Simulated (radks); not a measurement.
Charge is removed step by step from the 1s down level of neutral nitrogen, starting from 1s(up 1, down 1) 2s2 2p3. All-electron calculation, non-relativistic Kohn-Sham, PBE, spin-polarised, spherical densities, point nucleus; open shells are filled with parallel spins first. Program: a radial shooting solver on a logarithmic mesh with Libxc functionals.

removed (e)  E - E(0) (eV)  eigenvalue (eV)  E minus straight line (eV)
0                    0.000          -382.41                       0.000
0.25                97.409          -396.80                      -4.753
0.5                 198.34          -410.48                      -5.981
0.75                302.49          -422.13                      -3.995
1                   408.65          -422.28                       0.000

Removing the whole electron costs 408.65 eV by Delta-SCF, against 382.41 eV from minus the eigenvalue at the starting occupation. Slater's transition state (half an electron removed) gives 410.48 eV. Integrating minus the eigenvalue over the occupation (Janak's theorem) gives 408.45 eV. The mean slope of the eigenvalue, de/dn, is 39.9 eV per electron.
